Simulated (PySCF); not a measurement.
Ligand exchange on a metal centre used in film growth or etching (Ti Cl-Br). All species are isolated molecules in the gas phase.

The charge on the central atom (Mulliken) from two functionals at the same geometries (BP86-D3(BJ)/def2-SVP), both in PySCF: PBE-D3(BJ)/def2-TZVP and B3LYP-D3(BJ)/def2-TZVP. B3LYP has the VWN-RPA correlation part, as in Gaussian. 

```csv
species,B3LYP-D3(BJ)/def2-TZVP (e)
0 of 4 Cl replaced by Br ([Ti(Cl)4]),1.08
1 of 4 Cl replaced by Br ([Ti(Cl)3(Br)]),1.05
2 of 4 Cl replaced by Br ([Ti(Cl)2(Br)2]),1.02
3 of 4 Cl replaced by Br ([Ti(Cl)(Br)3]),0.99
4 of 4 Cl replaced by Br,0.95
```

Question: What does PBE-D3(BJ)/def2-TZVP give for each?

Answer: 
- 0 of 4 Cl replaced by Br ([Ti(Cl)4]): 0.96
- 1 of 4 Cl replaced by Br ([Ti(Cl)3(Br)]): 0.93
- 2 of 4 Cl replaced by Br ([Ti(Cl)2(Br)2]): 0.90
- 3 of 4 Cl replaced by Br ([Ti(Cl)(Br)3]): 0.87
- 4 of 4 Cl replaced by Br: 0.83
Over these rows, drawn at random from the members with no instability flagged (it was tested for open shells, ions and some series alone), PBE minus B3LYP-D3(BJ): mean -0.12 e, from -0.12 e to -0.12 e.
